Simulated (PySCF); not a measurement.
Working with the constants of SiGe⁻

UHF-CCSD(T) constants of SiGe⁻, ²Π (doublet), unpaired electrons π ↑ (PySCF, no relativity, basis sets Si def2-TZVPPD, Ge def2-TZVPPD; masses 27.9769 and 73.9212 u):

| Property | Result |
| --- | --- |
| ωe | 442.3 cm⁻¹ |
| ωexe | 1.31 cm⁻¹ |
| Be | 0.16443 cm⁻¹ |
| αe | 0.000709 cm⁻¹ |

What force constant and bond length do these constants imply?

Reduced mass μred = 20.296 u; k = 5.8918×10⁻⁷·μred·ωe² (u, cm⁻¹, mdyn/Å) = 2.34 mdyn/Å; Re = √(16.8576/(μred·Be)) (u, cm⁻¹, Å) = 2.248 Å.

Estimate the centrifugal constant D from the Kratzer relation and find the Dunham coefficient a1.

D = 4Be³/ωe² = 9.09e-08 cm⁻¹; a1 = −1 − αeωe/(6Be²) = -2.93.

Correlated steps freeze 14 core orbitals. Spin–orbit coupling is left out. The state was picked by a PBE0 search and need not be the measured ground state.
